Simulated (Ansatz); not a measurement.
```yaml
crystal:
  periodic: [false, false, false]
  atoms:
    - {symbol: Si, position_ang: [-3.378653, 2.039086, 1.233048]}
    - {symbol: Si, position_ang: [0.406492, -0.231770, 1.468927]}
    - {symbol: C, position_ang: [3.059134, 1.058814, -0.654722]}
    - {symbol: N, position_ang: [3.499188, -0.506608, -2.453227]}
    - {symbol: Si, position_ang: [1.444040, -3.090777, -1.725410]}
    - {symbol: H, position_ang: [-3.174498, 4.494602, 2.588205]}
    - {symbol: H, position_ang: [-3.987618, 2.535867, -1.464495]}
    - {symbol: H, position_ang: [-5.465498, 0.544212, 2.379605]}
    - {symbol: H, position_ang: [1.099387, -0.692396, 4.164556]}
    - {symbol: H, position_ang: [4.113714, 2.844430, -0.565403]}
    - {symbol: H, position_ang: [-0.355930, -3.679343, -3.802228]}
    - {symbol: H, position_ang: [2.885939, -5.420624, -1.104416]}
basis:
  gaussian: {orbitals: def2-SVP, fitting: {mean_field: def2-universal-jkfit}}
hamiltonian: {xc: {name: HF}}
correlation: {method: mp2}
output: {forces: true}
```

```sh
$ ansatz run in.yaml --threads 4 --pin off --events-out ev --progress --plain --max-ram 10444MiB
```

It prints (some lines left out):

```
Functional definition: HF
662 factors; integrals over basis functions are off by at most 5.9e-1 eV
mean field evaluation 1: about -26110.9938 eV, gradient 8.5e1 eV
mean field evaluation 2: about -25658.3295 eV, gradient 1.4e2 eV
mean field evaluation 4: about -25997.5353 eV, gradient 1.0e2 eV
mean field evaluation 8: about -26152.1427 eV, gradient 7.0e0 eV
mean field evaluation 16: about -26153.1725 eV, gradient 2.2e0 eV
mean field evaluation 32: about -26149.1986 eV, gradient 9.8e0 eV
mean field evaluation 64: about -26142.3752 eV, gradient 9.6e0 eV
mean field evaluation 96: about -26126.1992 eV, gradient 6.4e1 eV
mean field -26153.20583478 eV, -961.1125871484 hartree, gradient 3.3e-6 eV, S^2 0.000000; 7 other end points of the search recorded, 0 dependent functions left out; unrestricted orbitals would lower it
mean field evaluation 128: about -26169.1493 eV, gradient 2.4e0 eV
unrestricted determinant -26169.20998457 eV, -961.7007288054 hartree, S^2 8.0613
17 core orbitals not correlated: weight in the atoms' cores, before any rotation towards them, 1.000 or more for the frozen orbitals, at most 0.000 for the correlated occupied ones
reference -26153.20583478 eV, -961.1125871484 hartree; 14, 14 occupied and 86, 86 virtual orbitals, 662 factors
second order -17.82064904 eV of doubles, -0.00000000 eV of singles
Total energy: -26171.02648381 eV, -961.7674839213 hartree
Atom 0 at    -3.378653     2.039086     1.233048 Å, force    -1.008259     0.644209    -0.021328 eV/Å
Atom 1 at     0.406492    -0.231770     1.468927 Å, force     0.091930    -0.105030     1.401854 eV/Å
Atom 2 at     3.059134     1.058814    -0.654722 Å, force     1.533943     0.415390    -1.538912 eV/Å
Atom 3 at     3.499188    -0.506608    -2.453227 Å, force    -0.534548     1.849740     2.267884 eV/Å
Atom 4 at     1.444040    -3.090777    -1.725410 Å, force     0.060162    -1.557865    -1.101238 eV/Å
Atom 5 at    -3.174498     4.494602     2.588205 Å, force    -0.131531    -1.503152    -0.835589 eV/Å
Atom 6 at    -3.987618     2.535867    -1.464495 Å, force     0.379214    -0.310111     1.644123 eV/Å
Atom 7 at    -5.465498     0.544212     2.379605 Å, force     1.265925     0.899842    -0.697728 eV/Å
Atom 8 at     1.099387    -0.692396     4.164556 Å, force    -0.473211     0.349608    -1.665833 eV/Å
Atom 9 at     4.113714     2.844430    -0.565403 Å, force    -1.300760    -2.502638    -0.451971 eV/Å
Atom 10 at    -0.355930    -3.679343    -3.802228 Å, force     1.215315     0.279533     1.484582 eV/Å
Atom 11 at     2.885939    -5.420624    -1.104416 Å, force    -1.098180     1.540475    -0.485843 eV/Å
Dipole moment:    -0.185222     0.643742    -0.235217 e Å
```

In this input the coordinates are in bohr but typed as ångström. The calculation finished and met its thresholds. The result belongs to that input, not to the molecule as meant.
